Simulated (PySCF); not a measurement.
C2H9BiSi, SMILES [CH3][Bi]([CH3])[SiH3]. Heavy atoms are numbered as in [Bi:1]([CH3:2])([CH3:6])[SiH3:10]. Hydrogens are named by the atom that carries them.

Geometry optimised at B3LYP-D3(BJ)/def2-SVP. The structure was generated by enumeration; whether it is a known compound was not checked. The def2 effective core potentials stand for the cores of Bi; spin–orbit coupling is left out.

All values below come from PySCF with HF/def2-TZVP.

ESP charges are fitted to the potential on shells at 1.4 to 2.0 van der Waals radii. Atomic charges (e), one atom of each kind:

| atom | ESP fit | Löwdin |
|---|---|---|
| Bi1 | 0.11 | 0.54 |
| C2 (CH3) | -0.39 | -0.53 |
| H on C2 | 0.11 | 0.10 |
| Si10 (SiH3) | 0.29 | 0.11 |
| H on Si10 | -0.09 | -0.06 |
